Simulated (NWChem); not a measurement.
Species: BaF cation; SMILES [F][Ba+]

```xyz
2

Ba     0.0000     0.0000    -0.2986
F      0.0000     0.0000     1.8582
```
Atoms are numbered in this order, from 1.

Computed with NWChem. Structure relaxed at the PBE0/def2-SVP level. def2 effective core potentials on Ba; no spin-orbit coupling. Total energies compare along this basis series because the functional is fixed.

```tsv
level	basis functions	energy (Ha)	highest occupied level (eV)	orbital gap (eV)	relative time
PBE/def2-SVP	37	-125.0211	-12.12	5.33	1
PBE/def2-SVPD	49	-125.0358	-12.34	5.58	1
PBE/def2-TZVP	71	-125.1811	-12.31	5.54	2
PBE/def2-TZVPP	71	-125.1811	-12.31	5.54	2
PBE/def2-QZVP	101	-125.1901	-12.34	5.55	5
```

The last column is a rough cost ratio, cheapest run = 1.
